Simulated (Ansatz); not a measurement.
Question: Predict a relaxed structure of the cluster Li2I2⁻ (the lowest doublet isomer of a short search), charge -1, doublet, at r2SCAN-D4/def2-TZVPD (Ansatz).

Answer: 
```
atom    x (Å)    y (Å)    z (Å)
 Li1  -2.7032   1.1783  -1.0568
 Li2   0.9151  -0.2783   0.3021
  I3   3.3916   0.0346   0.6181
  I4  -1.6034  -0.9347   0.1366
```
Point group Cs (tolerance 0.1 Å). This is one stationary point.

In the def2 sets I takes a core potential; there is no spin–orbit coupling. The highest occupied level of the charge -1 doublet lies above zero (up to 0.27 eV). By energy differences its removal costs 1.60 eV (vertical, to the charge 0 singlet, at r2SCAN-D4/def2-TZVPD); a positive level beside a positive removal energy at the same level points to self-interaction error. The relaxation made no stability test and no search for a lower SCF solution. The structure comes from a short search, and lower isomers may exist.
